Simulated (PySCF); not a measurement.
## UHF on Rh (rhodium, neutral)

Configuration: [Kr] 4d8 5s1, high-spin 4F determinant. All numbers are calculated (PySCF 2.14, a scalar-relativistic core potential, in def2-SVP with the def2 core potential (28 electrons) (5s3p2d1f, 31 functions)).

```
Total energy             : -109.716916 hartree
One-electron energy      : -194.0237 hartree
Hartree (Coulomb) energy : 95.0079 hartree
Exchange energy          : -10.7011 hartree
⟨S²⟩                     : 3.7524
⟨L²⟩                     : 12.039
Sum of ⟨r⟩               : 24.64 bohr
Sum of ⟨r²⟩              : 48.31 bohr²
Time after the integrals : 0.2 s of wall time on 1 thread of Neoverse-N1 (shared host)
```

```csv
shell,electrons,mean orbital energy (hartree),spread (hartree),"rms radius, mean of both spins (bohr)"
4s α,1,-3.82806,0,1.06
4s β,1,-3.69254,0,1.06
4p α,3,-2.44975,0,1.17
4p β,3,-2.28497,0,1.17
4d α,5,-0.45629,0.03960,1.71
4d β,3,-0.38901,0,1.71
5s α,1,-0.23689,0,3.79
```

Energies and moments cover only the electrons outside the core potential.
